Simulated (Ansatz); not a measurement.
Basis-set extrapolation for C4H2F4 (`FCC#CC(F)(F)F`) (PBE0-D4/def2-TZVP geometry, frozen core, Ansatz 0.2.0). Multiplicity 1, RHF reference.

```csv
,def2-TZVPP,def2-QZVPP
HF,-550.556580,-550.579792
MP2 correlation,-1.601760,-1.738278
CCSD(T) correlation,-1.675737,not run
```

Energies in hartree. Use E(X) = E(∞) + A·exp(−7.88·√X) for Hartree–Fock and E(X) = E(∞) + B·X^(−2.97) for correlation, with X = 3 and 4, and add CCSD(T) minus MP2 of the smaller set to the MP2 limit.

**Question.** What is the CCSD(T) energy at the basis-set limit?

**Answer.** HF limit: -550.579792 + (-0.023212) × 0.13774 = -550.58299. MP2 limit: -1.738278 + (-0.136518) × 0.74074 = -1.83940. Higher-order term: -1.675737 − (-1.601760) = -0.07398. Total: -552.49637 hartree, 693.3 kJ/mol below CCSD(T)/def2-TZVPP.
